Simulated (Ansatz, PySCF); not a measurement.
AlOF, SMILES [O]=[Al][F]. Atoms are numbered in the order given.

```xyz
3

Al     0.0000     0.0000    -0.0628
O      0.0000     0.0000    -1.6601
F      0.0000     0.0000     1.5736
```

Geometry optimised at B3LYP-D3(BJ)/def2-TZVP.

Two levels are set side by side: PBE-D3(BJ)/def2-TZVP (Ansatz, a quantum-chemistry and plane-wave program) and B3LYP-D3(BJ)/def2-TZVP (Ansatz). Each level has its own optimised geometry; the coordinates shown are those of the second. Frequencies come from the Hessian of PySCF at each geometry. Differences are taken from unrounded values.

```csv
quantity,B3LYP-D3(BJ),PBE-D3(BJ),PBE-D3(BJ) minus B3LYP-D3(BJ)
mean bond length (Å),1.617,1.632,0.016
bond Al1–O2 (Å),1.597,1.613,0.016
bond Al1–F3 (Å),1.636,1.652,0.015
highest harmonic wavenumber (cm⁻¹),1173,1129,-44
mean harmonic wavenumber (cm⁻¹),581,558,-23
zero-point energy (kcal/mol),3.32,3.19,-0.13
```

Exact exchange shortens and stiffens bonds; PBE has none. Differences between two approximate levels are no errors against the true value.
